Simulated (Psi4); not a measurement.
GeTe, charge +1, doublet, at a GFN2-xTB geometry (a state made from the parent by changing its charge; the spin is typed, not shown lowest) (all electrons, no relativity); PBE0/3-21G (Psi4).

The Psi4 input:
```
memory 2 GB

molecule mol {
1 2
  Ge   -0.000000   -0.000000   -1.554182
  Te    0.000000    0.000000    0.956419
}

set basis 3-21g
set reference uks
set scf_type pk

energy('pbe0')
print_variables()
```

Problem. Predict the main parts of the log of this Psi4 run.

Solution. 
```
   => Loading Basis Set <=

    Name: 3-21G
    Role: ORBITAL
    Keyword: BASIS

         ---------------------------------------------------------
                                   SCF
               by Justin Turney, Rob Parrish, Andy Simmonett
                          and Daniel G. A. Smith
                              UKS Reference
         ---------------------------------------------------------

  ==> Geometry <==

    Molecular point group: c2v
    Full point group: C_inf_v

    Geometry (in Angstrom), charge = 1, multiplicity = 2:

       Center              X                  Y                   Z               Mass
    ------------   -----------------  -----------------  -----------------  -----------------
         GE           0.000000000000     0.000000000000    -1.600092489640    73.921177761000
         TE           0.000000000000     0.000000000000     0.910508510360   129.906222748000

  Running in c2v symmetry.

  Rotational constants: A = ************  B =      0.05677  C =      0.05677 [cm^-1]
  Rotational constants: A = ************  B =   1701.86669  C =   1701.86669 [MHz]
  Nuclear repulsion =  350.733102772953600

  Charge       = 1
  Multiplicity = 2
  Electrons    = 83
  Nalpha       = 42
  Nbeta        = 41

  ==> Algorithm <==

  SCF Algorithm Type is PK.
  DIIS enabled.
  MOM disabled.
  Fractional occupation disabled.
  Guess Type is SAD.
  Energy threshold   = 1.00e-06
  Density threshold  = 1.00e-06
  Integral threshold = 1.00e-12

  ==> Primary Basis <==

  Basis Set: 3-21G
    Blend: 3-21G
    Number of shells: 23
    Number of basis functions: 56
    Number of Cartesian functions: 56
    Spherical Harmonics?: false
    Max angular momentum: 2

  ==> DFT Potential <==

   => LibXC <=

    Version 7.1.2
    S. Lehtola, C. Steigemann, M. J. T. Oliveira, and M. A. L. Marques,  SoftwareX 7, 1–5 (2018) (10.1016/j.softx.2017.11.002)

   => Composite Functional: PBE0 <=

    PBE0 Hyb-GGA Exchange-Correlation Functional

    C. Adamo and V. Barone,  J. Chem. Phys. 110, 6158 (1999) (10.1063/1.478522)
    M. Ernzerhof and G. E. Scuseria,  J. Chem. Phys. 110, 5029 (1999) (10.1063/1.478401)

    Deriv               =              1
    GGA                 =           TRUE
    Meta                =          FALSE

    Exchange Hybrid     =           TRUE
    MP2 Hybrid          =          FALSE

   => Exchange Functionals <=

    0.7500   Perdew, Burke & Ernzerhof

   => Exact (HF) Exchange <=

    0.2500               HF

[...]

   @Spin Contamination Metric:   1.061683464E-02
   @S^2 Expected:                7.500000000E-01
   @S^2 Observed:                7.606168346E-01
   @S   Expected:                5.000000000E-01
   @S   Observed:                5.000000000E-01

    Orbital Energies [Eh]
    ---------------------

    Alpha Occupied:

[...]
    Alpha Virtual:

[...]
    Beta Occupied:

[...]
    Beta Virtual:

[...]
    Final Occupation by Irrep:
             A1    A2    B1    B2
    DOCC [    21,    3,    9,    8 ]
    SOCC [     0,    0,    0,    1 ]
    NA   [    21,    3,    9,    9 ]
    NB   [    21,    3,    9,    8 ]

  @UKS Final Energy: -8651.84070517652617

   => Energetics <=

    Nuclear Repulsion Energy =            350.7331027729536004
    One-Electron Energy =              -12631.9809586857736576
    Two-Electron Energy =                3817.2650601791197005
    DFT Exchange-Correlation Energy =    -187.8579094428266103
    Empirical Dispersion Energy =           0.0000000000000000
    VV10 Nonlocal Energy =                  0.0000000000000000
    Total Energy =                      -8651.8407051765261713

  UHF NO Occupations:
  HONO-2 :   21 A1 1.9994069
  HONO-1 :    9 B1 1.9953131
  HONO-0 :    9 B2 1.0000000
  LUNO+0 :   10 B1 0.0046869
  LUNO+1 :   22 A1 0.0005931
  LUNO+2 :   23 A1 0.0000330
  LUNO+3 :   24 A1 0.0000059

Computation Completed

Properties will be evaluated at   0.000000,   0.000000,   0.000000 [a0]

Properties computed using the SCF density matrix

 Multipole Moments:

 ------------------------------------------------------------------------------------
     Multipole            Electronic (a.u.)      Nuclear  (a.u.)        Total (a.u.)
 ------------------------------------------------------------------------------------

 L = 1.  Multiply by 2.5417464519 to convert [e a0] to [Debye]
 Dipole X            :          0.0000000            0.0000000            0.0000000
 Dipole Y            :          0.0000000            0.0000000            0.0000000
 Dipole Z            :          5.9516401           -7.2877612           -1.3361211
 Magnitude           :                                                    1.3361211

 ------------------------------------------------------------------------------------

  Variable Map:
  ----------------------------------------------------------------------------
[...]
  Array Variable Map:
  ----------------------------------------------------------------------------
[...]
[...]
```
